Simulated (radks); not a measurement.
Ir3.25+, 73.75 electrons, occupied as [Xe] 4f14 5d4.75 6p1 (fractional occupations, a model configuration). Calculated with a radial shooting solver on a logarithmic mesh with Libxc functionals: scalar-relativistic Kohn-Sham, PBE, spin-unpolarised, spherical densities, finite nucleus; Fermi nuclear charge, rms radius 5.4032 fm.

Normalised radial functions P(r) = r R(r), r in bohr:

| r | 4p | 5s | 5p |
|---|---|---|---|
| 0.002948 | 0.0313 | 0.1546 | 0.0128 |
| 0.003963 | 0.0507 | 0.1788 | 0.0207 |
| 0.005372 | 0.0824 | 0.1990 | 0.0336 |
| 0.00728 | 0.1319 | 0.2074 | 0.0538 |
| 0.009788 | 0.2040 | 0.1944 | 0.0832 |
| 0.01326 | 0.3085 | 0.1471 | 0.1257 |
| 0.01798 | 0.4430 | 0.0555 | 0.1803 |
| 0.02436 | 0.5892 | -0.0788 | 0.2395 |
| 0.03276 | 0.6935 | -0.2230 | 0.2809 |
| 0.04439 | 0.6692 | -0.3179 | 0.2689 |
| 0.06017 | 0.4006 | -0.2650 | 0.1562 |
| 0.08089 | -0.1291 | -0.0218 | -0.0623 |
| 0.1096 | -0.7594 | 0.3204 | -0.3147 |
| 0.1486 | -1.0087 | 0.4547 | -0.3936 |
| 0.2014 | -0.4373 | 0.1170 | -0.1202 |
| 0.2707 | 0.7261 | -0.4648 | 0.3615 |
| 0.3669 | 1.6441 | -0.6404 | 0.5920 |
| 0.4973 | 1.5833 | -0.0089 | 0.1829 |
| 0.6685 | 0.8973 | 0.8650 | -0.5762 |
| 0.9061 | 0.2930 | 1.2158 | -1.0834 |
| 1.228 | 0.0512 | 0.8771 | -0.9876 |
| 1.664 | 0.0041 | 0.3671 | -0.5473 |
| 2.237 | 0.0001 | 0.0897 | -0.1907 |
| 3.032 | 0.0000 | 0.0105 | -0.0361 |
| 4.11 | 0.0000 | 0.0005 | -0.0032 |
| 5.525 | 0.0000 | 0.0000 | -0.0001 |
| 7.488 | 0.0000 | 0.0000 | 0.0000 |

4p: eigenvalue -538.10 eV, 2 radial nodes at r = 0.0760, 0.227 bohr, <r> = 0.450 bohr, 90 % of the charge inside 0.654 bohr. 5s: eigenvalue -138.51 eV, 4 radial nodes at r = 0.0206, 0.0825, 0.214, 0.499 bohr, <r> = 0.972 bohr, 90 % of the charge inside 1.39 bohr. 5p: eigenvalue -94.662 eV, 3 radial nodes at r = 0.0751, 0.218, 0.536 bohr, <r> = 1.11 bohr, 90 % of the charge inside 1.61 bohr.
